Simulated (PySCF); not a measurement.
PySCF input file for C₃H₉AlO, SMILES CC[CH2][AlH][OH], TDA-PBE/def2-SVPD. Coordinates come from a B3LYP-D3(BJ)/def2-SVP optimisation. Other conformers were not sampled.

```python
import numpy as np
from pyscf import gto, scf, dft, tdscf

mol = gto.M(
    atom='''
    Al   -0.44955524    1.19894435    0.58018503
    H    -2.01268945    1.29154286    0.85380617
    O     0.54583756    2.51994990    1.01842616
    H     0.24582213    3.33838287    1.42407762
    C     0.43894855   -0.34078411   -0.23791585
    C    -0.45400475   -1.54619526   -0.57506496
    C     0.30415477   -2.70878340   -1.21776818
    H     1.26171655   -0.65275748    0.43464413
    H     0.95357246    0.01629625   -1.15171898
    H    -0.95897069   -1.90595901    0.34010234
    H    -1.27093804   -1.23039097   -1.24941561
    H     0.78536127   -2.39399073   -2.15900608
    H    -0.36195888   -3.55674719   -1.44748513
    H     1.10101073   -3.07767581   -0.55032538
    ''',
    basis='def2-SVPD',
    charge=0,
    spin=0,
    max_memory=1600,
    verbose=4,
)
mf = dft.RKS(mol, xc='pbe').density_fit(auxbasis='def2-universal-jkfit')
mf.grids.level = 3
mf.conv_tol = 1e-9
mf.max_cycle = 100
mf.kernel()
mf.grids = dft.Grids(mol).set(level=1).build(with_non0tab=True)  # coarser grid for the response kernel
td = tdscf.TDA(mf)
td.singlet = True
td.nstates = 10
td.conv_tol = 1e-4
td.positive_eig_threshold = 1e-6
td.kernel(x0=td.get_init_guess(mf, 15))
td.analyze()
tt = tdscf.TDA(mf)
tt.singlet = False
tt.nstates = 4
tt.conv_tol = 1e-4
tt.positive_eig_threshold = 1e-6
tt.kernel(x0=tt.get_init_guess(mf, 9))
tt.analyze(verbose=3)
```

It prints:

```
PySCF version 2.14.0

[INPUT] verbose = 4
[INPUT] num. atoms = 14
[INPUT] num. electrons = 48
[INPUT] charge = 0
[INPUT] spin (= nelec alpha-beta = 2S) = 0
[INPUT] symmetry False subgroup None
[INPUT] Mole.unit = angstrom
[INPUT] Symbol           X                Y                Z      unit          X                Y                Z       unit  Magmom
[INPUT]  1 Al    -0.449555240000   1.198944350000   0.580185030000 AA   -0.849536281463   2.265676460095   1.096390808273 Bohr   0.0
[INPUT]  2 H     -2.012689450000   1.291542860000   0.853806170000 AA   -3.803431834301   2.440662283537   1.613459824764 Bohr   0.0
[INPUT]  3 O      0.545837560000   2.519949900000   1.018426160000 AA    1.031483496901   4.762015158625   1.924546520492 Bohr   0.0
[INPUT]  4 H      0.245822130000   3.338382870000   1.424077620000 AA    0.464536501057   6.308629323239   2.691116681922 Bohr   0.0
[INPUT]  5 C      0.438948550000  -0.340784110000  -0.237915850000 AA    0.829492542275  -0.643988635504  -0.449595797193 Bohr   0.0
[INPUT]  6 C     -0.454004750000  -1.546195260000  -0.575064960000 AA   -0.857944636752  -2.921885576501  -1.086715278234 Bohr   0.0
[INPUT]  7 C      0.304154770000  -2.708783400000  -1.217768180000 AA    0.574769214780  -5.118858756768  -2.301248343410 Bohr   0.0
[INPUT]  8 H      1.261716550000  -0.652757480000   0.434644130000 AA    2.384298726331  -1.233532862961   0.821358367350 Bohr   0.0
[INPUT]  9 H      0.953572460000   0.016296250000  -1.151718980000 AA    1.801990789328   0.030795449357  -2.176433444663 Bohr   0.0
[INPUT] 10 H     -0.958970690000  -1.905959010000   0.340102340000 AA   -1.812191965585  -3.601740533547   0.642700276924 Bohr   0.0
[INPUT] 11 H     -1.270938040000  -1.230390970000  -1.249415610000 AA   -2.401724816892  -2.325101959438  -2.361053318656 Bohr   0.0
[INPUT] 12 H      0.785361270000  -2.393990730000  -2.159006080000 AA    1.484117709141  -4.523986824448  -4.079930192471 Bohr   0.0
[INPUT] 13 H     -0.361958880000  -3.556747190000  -1.447485130000 AA   -0.684003151554  -6.721278083416  -2.735350465080 Bohr   0.0
[INPUT] 14 H      1.101010730000  -3.077675810000  -0.550325380000 AA    2.080608739907  -5.815964381099  -1.039964247597 Bohr   0.0

nuclear repulsion = 209.889290909898
number of shells = 79
number of NR pGTOs = 255
number of NR cGTOs = 179
basis = def2-SVPD
ecp = {}


[settings echo left out]
init E= -436.73943114569
  HOMO = -0.319191043355722  LUMO = -0.0829782538297099  gap/eV = 6.42768
cycle= 1 E= -436.616688995393  delta_E= 0.123  |g|= 0.998  |ddm|= 4.56
  HOMO = -0.0843264010155074  LUMO = -0.000341211327241341  gap/eV = 2.28535
cycle= 2 E= -435.178622289774  delta_E= 1.44  |g|= 2.58  |ddm|= 3.49
  HOMO = -0.201200737504296  LUMO = -0.0416947993207697  gap/eV = 4.34038
cycle= 3 E= -436.800186529786  delta_E= -1.62  |g|= 0.384  |ddm|= 2.68
  HOMO = -0.24483004592004  LUMO = -0.0500783862749996  gap/eV = 5.29946
cycle= 4 E= -436.832505510968  delta_E= -0.0323  |g|= 0.189  |ddm|= 0.689
  HOMO = -0.235313946730511  LUMO = -0.0514303750540104  gap/eV = 5.00373
cycle= 5 E= -436.841237971779  delta_E= -0.00873  |g|= 0.0385  |ddm|= 0.244
  HOMO = -0.234186795197374  LUMO = -0.0495327490257753  gap/eV = 5.02469
cycle= 6 E= -436.841707458996  delta_E= -0.000469  |g|= 0.0139  |ddm|= 0.0733
  HOMO = -0.233483880800217  LUMO = -0.0494147071430993  gap/eV = 5.00878
cycle= 7 E= -436.841752834564  delta_E= -4.54e-05  |g|= 0.00439  |ddm|= 0.0191
  HOMO = -0.23371400086685  LUMO = -0.0496407658001567  gap/eV = 5.00889
cycle= 8 E= -436.841757320304  delta_E= -4.49e-06  |g|= 0.000944  |ddm|= 0.00683
  HOMO = -0.233700601183394  LUMO = -0.0496118131860959  gap/eV = 5.00931
cycle= 9 E= -436.841757546134  delta_E= -2.26e-07  |g|= 0.000269  |ddm|= 0.00178
  HOMO = -0.233717076137114  LUMO = -0.0496100876192997  gap/eV = 5.00981
cycle= 10 E= -436.841757557263  delta_E= -1.11e-08  |g|= 0.000164  |ddm|= 0.000526
  HOMO = -0.233712889731944  LUMO = -0.0496134328129254  gap/eV = 5.00960
cycle= 11 E= -436.841757564681  delta_E= -7.42e-09  |g|= 2.36e-05  |ddm|= 0.000286
  HOMO = -0.233711222526674  LUMO = -0.0496128391935424  gap/eV = 5.00957
cycle= 12 E= -436.841757564853  delta_E= -1.72e-10  |g|= 1.94e-06  |ddm|= 4.39e-05
  HOMO = -0.233711066815293  LUMO = -0.0496127711653718  gap/eV = 5.00957
Extra cycle  E= -436.841757564854  delta_E= -1.14e-12  |g|= 1.79e-06  |ddm|= 8.38e-06
converged SCF energy = -436.841757564854
tot grids = 49320
Overwritten attributes  positive_eig_threshold  of <class 'pyscf.tdscf.rks.TDA'>


******** <class 'pyscf.tdscf.rks.TDA'> for <class 'pyscf.df.df_jk.DFRKS'> ********
nstates = 10 singlet
deg_eia_thresh = 1.000e-03
wfnsym = None
conv_tol = 0.0001
eigh lindep = 1e-12
eigh level_shift = 0
eigh max_cycle = 100


Excitation energies (eV)
[5.10430198 5.7981947  6.19555214 6.35604587 6.45087226 6.65044295
 6.7525994  6.84550571 6.93797561 7.07906601]

** Singlet excitation energies and oscillator strengths **
Excited State   1:      5.10430 eV    242.90 nm  f=0.0002
      24 -> 25        0.70599
Excited State   2:      5.79819 eV    213.83 nm  f=0.0327
      24 -> 26        0.68495
      24 -> 27       -0.12584
Excited State   3:      6.19555 eV    200.12 nm  f=0.0099
      23 -> 25       -0.69929
Excited State   4:      6.35605 eV    195.06 nm  f=0.0575
      21 -> 25       -0.13753
      22 -> 25       -0.12769
      24 -> 26       -0.10176
      24 -> 27       -0.66077
Excited State   5:      6.45087 eV    192.20 nm  f=0.0085
      21 -> 25        0.56374
      22 -> 25        0.36961
      24 -> 27       -0.18245
Excited State   6:      6.65044 eV    186.43 nm  f=0.0098
      21 -> 25       -0.37180
      22 -> 25        0.46495
      23 -> 26        0.35283
Excited State   7:      6.75260 eV    183.61 nm  f=0.0005
      20 -> 25       -0.70350
Excited State   8:      6.84551 eV    181.12 nm  f=0.0353
      21 -> 26       -0.11257
      22 -> 26       -0.68566
Excited State   9:      6.93798 eV    178.70 nm  f=0.0756
      21 -> 25        0.13150
      22 -> 25       -0.29590
      23 -> 26        0.57813
      23 -> 27        0.15784
Excited State  10:      7.07907 eV    175.14 nm  f=0.0179
      21 -> 26       -0.69312

** Transition electric dipole moments (AU) **
state          X           Y           Z        Dip. S.      Osc.
  1        -0.0055      0.0117     -0.0356      0.0014      0.0002
  2        -0.2344      0.3682      0.1986      0.2300      0.0327
  3        -0.0377      0.1078     -0.2291      0.0655      0.0099
  4         0.2614     -0.4844     -0.2573      0.3692      0.0575
  5         0.0055     -0.2128     -0.0924      0.0538      0.0085
  6         0.0045     -0.2255     -0.0958      0.0600      0.0098
  7         0.0016     -0.0247      0.0482      0.0029      0.0005
  8        -0.0583      0.1845     -0.4159      0.2104      0.0353
  9         0.4138      0.4997      0.1540      0.4447      0.0756
 10         0.0558     -0.1187      0.2935      0.1033      0.0179

** Transition velocity dipole moments (imaginary part, AU) **
state          X           Y           Z        Dip. S.      Osc.
  1        -0.0063      0.0180     -0.0428      0.0022      0.0078
  2        -0.0299      0.0694      0.0349      0.0069      0.0217
  3        -0.0026      0.0071     -0.0124      0.0002      0.0006
  4         0.0282     -0.1063     -0.0517      0.0148      0.0421
  5        -0.0114     -0.0435     -0.0147      0.0022      0.0063
  6         0.0219     -0.0206     -0.0120      0.0010      0.0029
  7        -0.0011     -0.0038      0.0051      0.0000      0.0001
  8        -0.0099      0.0334     -0.0741      0.0067      0.0178
  9         0.0648      0.1047      0.0350      0.0164      0.0429
 10         0.0133     -0.0284      0.0709      0.0060      0.0154

** Transition magnetic dipole moments (imaginary part, AU) **
state          X           Y           Z
  1         0.4058      0.8193      0.2953
  2        -0.1016      0.2644     -0.6052
  3        -0.1548      0.6045      0.2955
  4        -0.0098      0.0882     -0.1699
  5         0.0762     -0.1150      0.3191
  6         0.0154     -0.0703      0.1602
  7         0.2511      0.0362     -0.0243
  8         0.7271      0.0969     -0.0692
  9         0.0563     -0.1844      0.4046
 10        -0.2842      0.3383      0.1821


******** <class 'pyscf.tdscf.rks.TDA'> for <class 'pyscf.df.df_jk.DFRKS'> ********
nstates = 4 triplet
deg_eia_thresh = 1.000e-03
wfnsym = None
conv_tol = 0.0001
eigh lindep = 1e-12
eigh level_shift = 0
eigh max_cycle = 100


Excitation energies (eV)
[4.7687639  5.44397274 5.79624093 5.83313225]

** Triplet excitation energies and oscillator strengths **
Excited State   1:      4.76876 eV    259.99 nm  f=0.0000
Excited State   2:      5.44397 eV    227.75 nm  f=0.0000
Excited State   3:      5.79624 eV    213.90 nm  f=0.0000
Excited State   4:      5.83313 eV    212.55 nm  f=0.0000
```

The calculation finished and met its thresholds.
